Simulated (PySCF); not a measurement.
## Hg²⁺ (mercury, charge +2) across methods

[Xe] 4f14 5d9 6s1, high-spin 3D determinant (an excited configuration). All numbers are calculated (PySCF 2.14, the spin-free X2C one-electron Hamiltonian (Gaussian nucleus), in x2c-TZVPPall (11s7p7d3f1g, 97 functions)).

```csv
method,E (hartree),mean ε 5d α (eV),mean ε 5d β (eV),mean ε 6s α (eV),Σ⟨r²⟩ (bohr²),⟨S²⟩
r2SCAN,-19624.52,-32.884,-31.660,-25.373,44.99,2.002
PBE,-19624.50,-32.353,-31.272,-25.092,45.16,2.001
UHF,-19618.73953,-39.550,-38.078,-27.655,45.01,2.002
PBE0,-19624.26,-34.428,-33.262,-25.921,45.02,2.001
LDA,-19612.52,-32.588,-31.576,-25.482,45.20,2.000
```

Spin-orbit coupling, absent here, splits the open shell strongly.
